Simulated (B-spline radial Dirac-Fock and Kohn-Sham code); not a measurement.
**Li 2s: cross section and angular parameters**

System: atomic lithium, [He] 2s1; threshold 5.48 eV (orbital energy of the model). Calculated with an atomic code on a B-spline grid, using Dirac-Hartree-Slater photoionisation with a Latter tail; cross sections with all multipoles, angular parameters from the dipole term and its interference with E2.

For linearly polarised light dσ/dΩ = σ/(4π) [1 + β P₂(cos θ) + (δ + γ cos²θ) sin θ cos φ], with θ from the polarisation vector and φ the angle between the beam and the projection of the electron momentum on the plane normal to the polarisation.

| hν (eV) | σ (kb) | β | γ |
| --- | --- | --- | --- |
| 60 | 59.9 | 2.000 | 0.083 |
| 62.6 | 54.4 | 2.000 | 0.087 |
| 65.2 | 49.6 | 2.000 | 0.091 |
| 100 | 18.4 | 2.000 | 0.137 |
| 101 | 18.0 | 2.000 | 0.138 |
| 110 | 14.7 | 2.000 | 0.149 |
| 118 | 12.5 | 2.000 | 0.158 |
| 119 | 12.2 | 2.000 | 0.159 |
| 120 | 12.0 | 2.000 | 0.160 |
| 148 | 7.27 | 2.000 | 0.190 |
| 150 | 7.04 | 2.000 | 0.192 |
| 239 | 2.22 | 2.000 | 0.273 |
| 280 | 1.46 | 2.000 | 0.307 |
| 329 | 0.944 | 2.000 | 0.347 |
| 400 | 0.546 | 2.000 | 0.401 |
| 600 | 0.168 | 2.000 | 0.522 |
| 1000 | 0.0368 | 2.000 | 0.689 |
| 1080 | 0.0292 | 2.000 | 0.719 |
| 1160 | 0.0235 | 2.000 | 0.748 |
| 1180 | 0.0224 | 2.000 | 0.756 |
| 3690 | 0.000603 | 2.000 | 1.409 |
| 4350 | 0.000354 | 2.000 | 1.538 |
| 5330 | 0.000182 | 2.000 | 1.719 |
| 6000 | ? | ? | ? |
| 6150 | 0.000113 | 2.000 | 1.856 |
| 6510 | 9.35e-05 | 2.000 | 1.912 |
| 8920 | 3.26e-05 | 2.000 | 2.231 |
| 9500 | 2.64e-05 | 2.000 | 2.298 |
| 12000 | 1.21e-05 | 2.000 | 2.572 |
| 14000 | 7.25e-06 | 2.000 | 2.781 |

Problem. Give the values at 6000 eV.

Solution. σ = 0.000123 kb, β = 2.000, γ = 1.832. For an s subshell δ is negligible.
